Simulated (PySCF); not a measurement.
CuF (SMILES [F][Cu]), singlet, at a GFN2-xTB geometry (such geometries of metal compounds can be far from the true shape); SVWN5/aug-cc-pVDZ (PySCF).

Input for PySCF:
```python
from pyscf import gto, scf, dft

mol = gto.Mole()
mol.atom = '''
    Cu   -0.00000000   -0.00000000   -0.40615773
    F     0.00000000    0.00000000    1.30873047
'''
mol.basis = 'aug-cc-pvdz'
mol.verbose = 4
mol.build()

mf = dft.RKS(mol)
mf.xc = 'lda,vwn'
mf.grids.atom_grid = (150, 974)
mf.kernel()
mf.analyze()
```

Output, abridged:

```
PySCF version 2.14.0

[INPUT] verbose = 4
[INPUT] num. atoms = 2
[INPUT] num. electrons = 38
[INPUT] charge = 0
[INPUT] spin (= nelec alpha-beta = 2S) = 0
[INPUT] symmetry False subgroup None
[INPUT] Mole.unit = angstrom
[INPUT] Symbol           X                Y                Z      unit          X                Y                Z       unit  Magmom
[INPUT]  1 Cu     0.000000000000   0.000000000000  -0.406157730000 AA    0.000000000000   0.000000000000  -0.767526873075 Bohr   0.0
[INPUT]  2 F      0.000000000000   0.000000000000   1.308730470000 AA    0.000000000000   0.000000000000   2.473142159173 Bohr   0.0

nuclear repulsion = 80.5389249573937
number of shells = 19
number of NR pGTOs = 173
number of NR cGTOs = 82
basis = aug-cc-pvdz
ecp = {}

******** <class 'pyscf.dft.rks.RKS'> ********
method = RKS
initial guess = minao
damping factor = 0
level_shift factor = 0
DIIS = <class 'pyscf.scf.diis.CDIIS'>
diis_start_cycle = 1
diis_space = 8
diis_damp = 0
SCF conv_tol = 1e-09
SCF conv_tol_grad = None
SCF max_cycles = 50
direct_scf = True
direct_scf_tol = 1e-13
XC library pyscf.dft.libxc version 7.1.2
    S. Lehtola, C. Steigemann, M. J. T. Oliveira, and M. A. L. Marques,  SoftwareX 7, 1–5 (2018)
XC functionals = lda,vwn
    P. A. M. Dirac,  Math. Proc. Cambridge Philos. Soc. 26, 376 (1930)
    F. Bloch,  Z. Phys. 57, 545 (1929)
    S. H. Vosko, L. Wilk, and M. Nusair,  Can. J. Phys. 58, 1200 (1980)
radial grids:
    Treutler-Ahlrichs [JCP 102, 346 (1995); DOI:10.1063/1.469408] (M4) radial grids

becke partition: Becke, JCP 88, 2547 (1988); DOI:10.1063/1.454033
pruning grids: <function nwchem_prune>
grids dens level: 3
symmetrized grids: False
atomic radii adjust function: <function treutler_atomic_radii_adjust>
User specified grid scheme (150, 974)
small_rho_cutoff = 0
Set gradient conv threshold to 3.16228e-05
Initial guess from minao.
tot grids = 151000
init E= -1736.63575728631

WARN: HOMO -0.0223636891357977 == LUMO -0.0223636889173636

cycle= 1 E= -1724.25325002847  delta_E= 12.4  |g|= 9.86  |ddm|= 3.87
  HOMO = -1.62182565114939  LUMO = -1.35371189086602  gap/eV = 7.29575
cycle= 2 E= -1698.44959969426  delta_E= 25.8  |g|= 13.1  |ddm|= 73.7
  HOMO = -0.992293436444046  LUMO = -0.552828922954081  gap/eV = 11.95844
cycle= 3 E= -1734.30418731843  delta_E= -35.9  |g|= 4.14  |ddm|= 73.7
  HOMO = -0.103498434842191  LUMO = -0.0166715792739378  gap/eV = 2.36268
cycle= 4 E= -1725.17721848332  delta_E= 9.13  |g|= 4.83  |ddm|=  4.2
  HOMO = -0.347311575712419  LUMO = -0.189284995934305  gap/eV = 4.30012
cycle= 5 E= -1736.47040066894  delta_E= -11.3  |g|= 1.72  |ddm|= 3.64
  HOMO = -0.212240779748792  LUMO = -0.15068976486387  gap/eV = 1.67489
cycle= 6 E= -1736.95143149392  delta_E= -0.481  |g|= 0.677  |ddm|= 1.28
  HOMO = -0.211938619107356  LUMO = -0.14168528524977  gap/eV = 1.91169
cycle= 7 E= -1737.02288166061  delta_E= -0.0715  |g|= 0.213  |ddm|= 0.308
  HOMO = -0.236685933387112  LUMO = -0.159611062751209  gap/eV = 2.09731
cycle= 8 E= -1737.02511595751  delta_E= -0.00223  |g|= 0.191  |ddm|= 0.166
  HOMO = -0.23270098503776  LUMO = -0.159312596828544  gap/eV = 1.99700
cycle= 9 E= -1737.03103725958  delta_E= -0.00592  |g|= 0.0358  |ddm|= 0.143
  HOMO = -0.229099959204231  LUMO = -0.157541961746661  gap/eV = 1.94719
cycle= 10 E= -1737.03116438432  delta_E= -0.000127  |g|= 0.0111  |ddm|= 0.0168
  HOMO = -0.228995318188755  LUMO = -0.157496556778201  gap/eV = 1.94558
cycle= 11 E= -1737.03118667037  delta_E= -2.23e-05  |g|= 0.00211  |ddm|= 0.00847
  HOMO = -0.228904878857881  LUMO = -0.157472645085731  gap/eV = 1.94377
cycle= 12 E= -1737.03118743669  delta_E= -7.66e-07  |g|= 0.000272  |ddm|= 0.0015
  HOMO = -0.228894623941587  LUMO = -0.157475083898284  gap/eV = 1.94342
cycle= 13 E= -1737.03118745104  delta_E= -1.43e-08  |g|= 2.49e-05  |ddm|= 0.000221
  HOMO = -0.228893408133724  LUMO = -0.157474290862828  gap/eV = 1.94341
cycle= 14 E= -1737.03118745112  delta_E= -7.64e-11  |g|= 3.41e-06  |ddm|= 1.85e-05
  HOMO = -0.228892850693484  LUMO = -0.157474048240683  gap/eV = 1.94340
Extra cycle  E= -1737.0311874511  delta_E= 2.25e-11  |g|= 1.4e-05  |ddm|= 8.11e-06
converged SCF energy = -1737.0311874511
**** SCF Summaries ****
Total Energy =                       -1737.031187451097367
Nuclear Repulsion Energy =              80.538924957393732
One-electron Energy =                -2586.760248891532228
Two-electron Energy =                  769.190136483041215
Two-electron Coulomb Energy =          843.403881218298125
DFT Exchange-Correlation Energy =      -74.213744735256896
HOMO-LUMO gap [eV] =                     1.943404602629278
**** MO energy ****
MO #1   energy= -320.855203771118  occ= 2
MO #2   energy= -38.2208060948154  occ= 2
MO #3   energy= -33.5658838352469  occ= 2
MO #4   energy= -33.5632253632897  occ= 2
MO #5   energy= -33.5632253632894  occ= 2
MO #6   energy= -24.0425093501682  occ= 2
MO #7   energy= -4.1105785306416   occ= 2
MO #8   energy= -2.6677785255149   occ= 2
MO #9   energy= -2.65812967356086  occ= 2
MO #10  energy= -2.65812967356085  occ= 2
MO #11  energy= -0.983398873459182 occ= 2
MO #12  energy= -0.36998717703533  occ= 2
MO #13  energy= -0.319626473952741 occ= 2
MO #14  energy= -0.319626473952735 occ= 2
MO #15  energy= -0.246631061799539 occ= 2
MO #16  energy= -0.246631058036546 occ= 2
MO #17  energy= -0.229854697086503 occ= 2
MO #18  energy= -0.228892850693511 occ= 2
MO #19  energy= -0.228892850693484 occ= 2
MO #20  energy= -0.157474048240683 occ= 0
MO #21  energy= -0.024421234890497 occ= 0
MO #22  energy= -0.0244212348904905 occ= 0
MO #23  energy= 0.00933871972826346 occ= 0
MO #24  energy= 0.0144759140931392 occ= 0
MO #25  energy= 0.0405658639353648 occ= 0
MO #26  energy= 0.0405658639353787 occ= 0
MO #27  energy= 0.0708806303588814 occ= 0
 ** Mulliken pop on meta-lowdin orthogonal AOs  **
 ** Mulliken pop  **
 ** Mulliken atomic charges  **
charge of    0Cu =      0.66334
charge of    1F =     -0.66334
Dipole moment(X, Y, Z, Debye):  0.00000, -0.00000, -4.38507
```
